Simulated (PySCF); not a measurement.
Job file and geometry (Å, from GFN2-xTB) of an NMR shielding run on `NC(=O)C[C@H]1OCC(=O)[SiH2]1`, C5H9NO3Si, PySCF, GIAO PBE0/pcSseg-1 NMR shielding, non-relativistic, gas phase; density fitting, a coarse starting grid and PySCF grid level 2 are the driver's defaults:

```
$ OMP_NUM_THREADS=1 python probes_run.py task.json out

{"job": {"kind": "nmr", "xc": "PBE0", "basis": "pcSseg-1"}, "charge": 0, "multiplicity": 1}
N      3.247125     0.100034     0.816919
C      1.920082     0.256243     0.704942
O      1.319121     1.094704     1.359876
C      1.214221    -0.661960    -0.255512
C     -0.108841    -0.030072    -0.653728
O     -1.000730    -1.057058    -1.088512
C     -2.324607    -0.586536    -1.155171
C     -2.652098     0.303134     0.035116
O     -3.783446     0.613904     0.321480
Si    -0.966408     0.826302     0.837402
H      3.755321     0.676734     1.468357
H      3.746117    -0.595555     0.291114
H      0.992850    -1.597166     0.265766
H      1.849362    -0.895198    -1.111576
H      0.061360     0.666217    -1.491362
H     -2.978496    -1.458764    -1.208083
H     -2.475843     0.021124    -2.064085
H     -0.918671     2.278628     0.845419
H     -0.906223     0.054536     2.074178
```

Question: What does the program print?

Answer: 
```
coarse grid: 16960 points
cycle   1  E = -764.8049990386  dE =  1.801e+00  |g| = 1.139e+00  |ddm| = 4.069e+00
cycle   2  E = -764.0314714683  dE =  7.735e-01  |g| = 2.303e+00  |ddm| = 2.875e+00
cycle   3  E = -765.0426491928  dE = -1.011e+00  |g| = 2.479e-01  |ddm| = 2.132e+00
cycle   4  E = -765.0532247919  dE = -1.058e-02  |g| = 1.189e-01  |ddm| = 3.028e-01
cycle   5  E = -765.0557059302  dE = -2.481e-03  |g| = 2.906e-02  |ddm| = 1.082e-01
cycle   6  E = -765.0558729341  dE = -1.670e-04  |g| = 7.060e-03  |ddm| = 2.711e-02
cycle   7  E = -765.0558813791  dE = -8.445e-06  |g| = 2.429e-03  |ddm| = 5.755e-03
final grid: 160936 points
cycle   8  E = -765.1430088633  dE = -2.927e-06  |g| = 1.920e-02  |ddm| = 3.078e-02
cycle   9  E = -765.1428291066  dE =  1.798e-04  |g| = 3.659e-02  |ddm| = 3.570e-02
cycle  10  E = -765.1430742082  dE = -2.451e-04  |g| = 3.324e-03  |ddm| = 2.505e-02
cycle  11  E = -765.1430762239  dE = -2.016e-06  |g| = 4.213e-04  |ddm| = 2.297e-03
cycle  12  E = -765.1430762495  dE = -2.563e-08  |g| = 2.102e-04  |ddm| = 5.562e-04
cycle  13  E = -765.1430762579  dE = -8.391e-09  |g| = 6.131e-05  |ddm| = 2.317e-04
cycle  14  E = -765.1430762584  dE = -5.518e-10  |g| = 2.817e-05  |ddm| = 6.089e-05
converged SCF energy = -765.1430762584

GIAO shielding tensors (ppm)
atom      isotropic    diamagn.    paramagn.     s11        s22        s33       span
  0 N      148.709     320.514    -171.805     51.830    155.783    238.514    186.683
  1 C        9.121     250.850    -241.729    -71.775     -3.635    102.775    174.550
  2 O      -62.229     406.426    -468.655   -313.973   -175.490    302.776    616.749
  3 C      146.293     252.347    -106.054    123.091    143.829    171.958     48.868
  4 C      115.839     251.492    -135.653     78.554    100.368    168.595     90.040
  5 O      296.694     398.498    -101.804    235.167    324.671    330.244     95.078
  6 C      104.297     245.501    -141.203     90.330     96.263    126.299     35.969
  7 C      -79.206     259.947    -339.153   -216.332    -96.436     75.150    291.482
  8 O     -500.294     394.882    -895.177  -1459.048   -461.727    419.893   1878.941
  9 Si     433.905     878.777    -444.872    375.030    436.744    489.941    114.911
 10 H       26.585      28.560      -1.975     21.926     22.610     35.218     13.292
 11 H       26.609      30.434      -3.825     21.963     25.478     32.386     10.423
 12 H       28.901      31.629      -2.728     25.559     28.441     32.703      7.144
 13 H       28.813      32.371      -3.559     24.359     28.787     33.292      8.932
 14 H       27.602      32.297      -4.696     24.377     27.450     30.978      6.601
 15 H       27.856      27.997      -0.141     23.917     26.652     32.999      9.082
 16 H       28.167      28.499      -0.332     23.942     26.504     34.055     10.112
 17 H       27.477      29.203      -1.726     23.722     25.952     32.757      9.035
 18 H       27.630      29.339      -1.710     23.838     26.980     32.071      8.233
```

Question: Turn these shieldings into chemical shifts. Chemical shifts δ = σref − σ; ¹⁵N (σ = 267.73 ppm) against NH3; TMS for ¹³C (σ = 186.93 ppm) and ²⁹Si (σ = 349.16 ppm) and ¹H (σ = 31.72 ppm); ¹⁷O (σ = 336.08 ppm) vs H2O, all at this level.

Answer: Averaging equivalent atoms: N 0: 119.0; C 7: 266.1; C 1: 177.8; C 6: 82.6; C 4: 71.1; C 3: 40.6; O 8: 836.4; O 2: 398.3; O 5: 39.4; Si 9: -84.7; H 10: 5.13; H 11: 5.11; H 17: 4.24; H 14: 4.12; H 18: 4.09; H 15: 3.86; H 16: 3.55; H 13: 2.90; H 12: 2.82 ppm. Unscaled 17O shifts of doubly bonded oxygen tend to come out too high, by tens of ppm or more. Experimental scales use liquid or dissolved standards, which lie at an offset from isolated NH3 (liquid NH3: subtract about 20 ppm) and H2O (liquid H2O: subtract about 36 ppm).

Size and cost of the density-fitted run: 222 basis functions, 86 s wall time on 1 thread of an Arm Neoverse N1, shared host; peak memory 1.1 GiB.
